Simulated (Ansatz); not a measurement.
cyclo-(H2SiS)2 (Si₂H₄S₂). The state is a singlet with charge 0. Geometry PBE0-D4/def2-SVP; atoms count from 1.

Cartesian coordinates in Å:
```
Si 0.775 1.168 0.044
H 0.577 2.371 -0.813
H 1.928 1.404 0.957
S 1.014 -0.630 -1.121
Si -0.775 -1.168 -0.044
H -1.929 -1.406 -0.956
H -0.575 -2.369 0.814
S -1.015 0.631 1.118
```

Q: Estimate the Mulliken populations from the PBE0/def2-TZVP orbitals of Ansatz.

A: 
| atom | charge (e) |
| --- | --- |
| Si1 | 0.30 |
| H2 | 0.00 |
| H3 | 0.00 |
| S4 | -0.30 |
| Si5 | 0.30 |
| H6 | 0.00 |
| H7 | 0.00 |
| S8 | -0.30 |
Mulliken values and Mayer orders depend strongly on the basis.

Q: And the Mayer bond orders between bonded heavy atoms (over 0.3)?

A: Si1–S4 1.10 (2.16 Å); Si1–S8 1.10 (2.16 Å); S4–Si5 1.10 (2.16 Å); Si5–S8 1.10 (2.16 Å).
